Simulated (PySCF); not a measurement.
## How good is the calculation?

Geometry:
| atom | x (Å) | y (Å) | z (Å) |
| --- | --- | --- | --- |
| C1 | -3.237 | 0.184 | -0.538 |
| C2 | -2.745 | 0.319 | 0.758 |
| C3 | -1.373 | 0.270 | 0.965 |
| C4 | -0.524 | 0.086 | -0.138 |
| C5 | 0.932 | 0.024 | 0.001 |
| C6 | 1.846 | -0.152 | -1.015 |
| C7 | 3.187 | -0.166 | -0.555 |
| C8 | 3.279 | 0.000 | 0.804 |
| S9 | 1.735 | 0.173 | 1.528 |
| N10 | -1.002 | -0.043 | -1.382 |
| C11 | -2.314 | 0.005 | -1.569 |
| H12 | -4.308 | 0.217 | -0.750 |
| H13 | -3.425 | 0.462 | 1.602 |
| H14 | -0.959 | 0.373 | 1.971 |
| H15 | 1.524 | -0.265 | -2.049 |
| H16 | 4.056 | -0.294 | -1.202 |
| H17 | 4.176 | 0.030 | 1.421 |
| H18 | -2.659 | -0.105 | -2.604 |

Published estimates (parent shift plus substituent increments) and measurements: δ $^{1}$H H15 7.57; H17 7.37; H16 7.10 ppm (estimated from measurements, as parent shift plus tabulated substituent increment; solution, not stated per compound (mostly CDCl3 or CCl4); Pretsch, Buehlmann, Badertscher, Structure Determination of Organic Compounds, 4th ed. (2009)).

- B97-2/pcSseg-2 with gauge-including orbitals
- geometry: PBE0-D3(BJ)/def2-SVP
- code: PySCF 2.14.0 with density-fitted response routines
- non-relativistic Hamiltonian, single conformer, no solvent model

Q: What does the calculation give, and how does it compare?

A: 
Reference values: estimated from measurements, as parent shift plus tabulated substituent increment (solution, not stated per compound (mostly CDCl3 or CCl4); Pretsch, Buehlmann, Badertscher, Structure Determination of Organic Compounds, 4th ed. (2009)).
| atoms | quantity | reference | computed |
| --- | --- | --- | --- |
| H15 | δ $^{1}$H | 7.57 | 8.55 |
| H17 | δ $^{1}$H | 7.37 | 7.32 |
| H16 | δ $^{1}$H | 7.10 | 7.23 |

Computed shifts are σ(ref) − σ with the named reference compound (TMS for H and C) calculated as an isolated molecule at the same level.

Q: How far are the unscaled $^{1}$H shifts from the references?

A: Mean signed difference +0.35 ppm, mean absolute 0.39 ppm over 3 comparisons; the largest is +0.98 ppm at H15 (hydrogen on an aromatic CH).

3 of the 6 published NMR values on file for this molecule are compared.
